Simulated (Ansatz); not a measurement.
**Relative stability**

Two relaxed structures of CH$_{3}$ClZn, closed shell (PBE0-D4/def2-TZVP; forces vanish, vibrations not checked).

A:

```
6
angstrom
Cl 0.9524 -1.6779 -0.3777
C -0.2306 -0.3277 -0.5647
Zn 0.1195 0.8830 0.9301
H -0.0568 0.1045 -1.5496
H -1.2220 -0.7794 -0.5608
H 0.4375 1.7975 2.1227
```

B:

```tsv
atom	x (Å)	y (Å)	z (Å)
Cl1	1.0408	-1.3400	-0.1606
C2	-0.4452	-0.6357	-0.8236
Zn3	0.9210	1.5116	2.1995
H4	-0.2735	-0.3824	-1.8670
H5	-1.2446	-1.3676	-0.7371
H6	-0.6880	0.2588	-0.2524
```

Ansatz 0.2.0; basis: def2-TZVPP; cores frozen in the correlated methods. The 3s and 3p shells of Cu and Zn are frozen; filled d shells are correlated. B3LYP uses VWN-RPA correlation.

**Question.** Which structure is lower at CCSD(T), and by how much? (Judge from chemistry; the value comes from the calculation.)

**Answer.** The calculation gives: B, by 14.15 kcal/mol (electronic energy, against the other). By their contacts, A is CH₃ClZn ([Cl][CH2][ZnH]) and B is a complex of CH₃Cl ([CH3][Cl]) + Zn.

All methods give the same order:

```tsv
method	E(B) − E(A) (kcal/mol)
PBE-D4	-13.76
r2SCAN-D4	-8.84
PBE0-D4	-13.19
B3LYP-D4	-18.28
wB97M-V	-12.60
HF	-20.72
MP2	-10.33
CCSD	-15.33
CCSD(T)	-14.15
```

The T1 diagnostic stays at or below 0.014.

Labels in which every atom is bracketed show which atoms are joined, not bond orders.

For scale, one of the runs: CCSD(T)/def2-TZVPP, 179 basis functions, launched by `ansatz run in.yaml --threads 2 --pin off --events-out ev --progress --plain --max-ram 4352MiB`. Time: 53 s of wall clock on 2 CPU threads of an Arm Neoverse V2; the host was shared. Peak host memory: 1.6 GiB.
